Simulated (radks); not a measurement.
Values are calculated unless marked as measured or tabulated.
How relativity changes the ionisation of neutral tellurium ([Kr] 4d10 5s2 5p4) to Te+ ([Kr] 4d10 5s2 5p3). Spin-unpolarised spherical Kohn-Sham, PBE, point nucleus unless stated (finite: rms radius 4.7423 fm), a radial shooting solver on a logarithmic mesh with Libxc functionals. A level marked "c x" has the speed of light scaled by that factor and shares open shells by 2j + 1; other Dirac levels either fill j = l - 1/2 first or share by 2j + 1.

non-rel.: E(Te) (hartree) -6613.76831; E(Te+) (hartree) -6613.40910; IE (eV) 9.775; HOMO 5p; <r> HOMO (bohr) 2.689
scalar-rel.: E(Te) (hartree) -6794.48165; E(Te+) (hartree) -6794.12412; IE (eV) 9.729; HOMO 5p; <r> HOMO (bohr) 2.672
scalar-rel., finite nucleus: E(Te) (hartree) -6794.27307; E(Te+) (hartree) -6793.91553; IE (eV) 9.729; HOMO 5p; <r> HOMO (bohr) 2.672
Dirac, 2j+1 shares: E(Te) (hartree) -6796.80309; E(Te+) (hartree) -6796.44479; IE (eV) 9.750; HOMO 5p3/2; <r> HOMO (bohr) 2.715
Dirac, low j first: E(Te) (hartree) -6796.82243; E(Te+) (hartree) -6796.47875; IE (eV) 9.352; HOMO 5p3/2; <r> HOMO (bohr) 2.723
Dirac, 2j+1 shares, finite nucleus: E(Te) (hartree) -6796.59382; E(Te+) (hartree) -6796.23552; IE (eV) 9.750; HOMO 5p3/2; <r> HOMO (bohr) 2.715
Dirac, c x 5: E(Te) (hartree) -6620.60095; E(Te+) (hartree) -6620.24180; IE (eV) 9.773; HOMO 5p3/2; <r> HOMO (bohr) 2.689
Dirac, c x 10: E(Te) (hartree) -6615.47300; E(Te+) (hartree) -6615.11380; IE (eV) 9.774; HOMO 5p3/2; <r> HOMO (bohr) 2.689
Dirac, c x 100: E(Te) (hartree) -6613.78535; E(Te+) (hartree) -6613.42614; IE (eV) 9.775; HOMO 5p3/2; <r> HOMO (bohr) 2.689

NIST Atomic Spectra Database: 9.010 eV (measured). The relativistic part of the total energy of Te is -182.8 hartree (Dirac, 2j+1 shares, finite nucleus), 2.8 % of the non-relativistic value. Spin polarisation and multiplet splitting of open shells are left out at every level.

Beside tabulated values, note that relativity, absent from the non-relativistic runs, is large for the heavy elements, and spin-unpolarised runs miss the spin-polarisation part of the exchange energy of open shells.
